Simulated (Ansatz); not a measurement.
`C[Se][AlH][F]` + `[SiH3]Cl` → `[F][AlH][SiH2]Cl` + `C[SeH]` at 700 K and 1 bar (formal exchange of groups at the Al–Se bond).

Program: Ansatz. Geometries: PBE0-D4/def2-TZVP. ΔE: electronic, gas phase. CCSD(T)/CBS adds triple-zeta CCSD(T) − MP2 to the extrapolated MP2 energy (def2 sets, frozen cores). This one scheme is used for every species. For Se outer-core shells are correlated without core-valence functions, which leaves a few kJ/mol of doubt a bond. Scalar relativity is left out up to krypton. Each species was taken in one conformer, which may not be the lowest.

| species | CCSD(T)/CBS energy (Eh) | H − E (kJ/mol) | S (J/(mol·K)) |
| --- | --- | --- | --- |
| `C[Se][AlH][F]` | -2783.08628 | 191.7 | 444.4 |
| `[SiH3]Cl` | -750.69636 | 107.0 | 306.3 |
| `[F][AlH][SiH2]Cl` | -1092.58044 | 140.0 | 451.8 |
| `C[SeH]` | -2441.15625 | 157.6 | 325.3 |

H − E and S are ideal-gas, rigid-rotor, harmonic terms from PBE0-D4/def2-TZVP, for one conformer and one mirror image of each species. 1 Eh = 2625.50 kJ/mol, R = 8.31446 J/(mol·K).

**Question.** By hand: ΔE, ΔH, ΔS and ΔG.

**Answer.** ΔE = (-1092.58044) + (-2441.15625) − (-2783.08628) − (-750.69636) = 0.04595 Eh = 120.6 kJ/mol. Δ(H − E) = 140.0 + 157.6 − 191.7 − 107.0 = -1.1, so ΔH = 119.5 kJ/mol. ΔS = 451.8 + 325.3 − 444.4 − 306.3 = 26.4 J/(mol·K). ΔG = 119.5 − 700 × (26.4)/1000 = 101.0 kJ/mol.

**Question.** By hand: the equilibrium constant, and the temperature at which ΔG would vanish if ΔH and ΔS stayed fixed.

**Answer.** log₁₀ K = −ΔG/(RT ln 10) = -7.5. ΔG = 0 at ΔH/ΔS = 4527 K, far beyond where these terms or the molecules hold.

ΔH outweighs TΔS. A doubt of 5 kJ/mol in ΔE shifts log₁₀ K by 0.4 here. Other conformers and mirror images would add mixing entropy, several J/(mol·K) or more a flexible species. Modes under 60 cm⁻¹, often nearly free rotors, make the harmonic entropy too high. These are equilibria of isolated gas molecules and say nothing of rates. Largest T1 diagnostic: 0.012 (customary marks: 0.02 for closed shells, 0.045 for open ones).
